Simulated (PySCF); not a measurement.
# Polarisability and C₆ of Sb (antimony, neutral)

[Kr] 4d10 5s2 5p3, high-spin 4S determinant. Calculation: PySCF 2.14, in x2c-TZVPPall with one added diffuse shell each of s, p, d, f type (9s7p5d3f, 76 functions); the spin-free X2C one-electron Hamiltonian (Gaussian nucleus). Coupled (time-dependent) response in atomic units; α is the mean over directions.

| method | mean α (bohr³) | C₆ (like pair) | S(−4) |
| --- | --- | --- | --- |
| TPSS | 46.66 | 521.0 | 610.7 |

S(−4) is the Cauchy moment in α(ω) = α(0) + S(−4) ω² + …

Reference α: 43 ± 2 bohr³ (recommended; Schwerdtfeger and Nagle, table of static dipole polarizabilities (2023 update)). Published C₆: 492.0 (Chu and Dalgarno (2004); Tang, Norbeck and Certain (1976)).

α(iu) at TPSS:

```json
{"u (hartree)": "0", "α(iu) (bohr³)": "46.66"}
{"u (hartree)": "0.0500", "α(iu) (bohr³)": "45.20"}
{"u (hartree)": "0.100", "α(iu) (bohr³)": "41.44"}
{"u (hartree)": "0.200", "α(iu) (bohr³)": "31.87"}
{"u (hartree)": "0.300", "α(iu) (bohr³)": "23.84"}
{"u (hartree)": "0.500", "α(iu) (bohr³)": "14.17"}
{"u (hartree)": "0.750", "α(iu) (bohr³)": "8.550"}
{"u (hartree)": "1.00", "α(iu) (bohr³)": "5.826"}
{"u (hartree)": "1.50", "α(iu) (bohr³)": "3.376"}
{"u (hartree)": "2.00", "α(iu) (bohr³)": "2.297"}
{"u (hartree)": "3.00", "α(iu) (bohr³)": "1.323"}
{"u (hartree)": "5.00", "α(iu) (bohr³)": "0.6219"}
```

A single London oscillator, α(iu) = α/(1 + u²/ω²), gives C₆ = (3/4) ω α². Matching the computed C₆ needs ω = 4 × 521.0 / (3 × 46.66²) = 0.319 hartree.
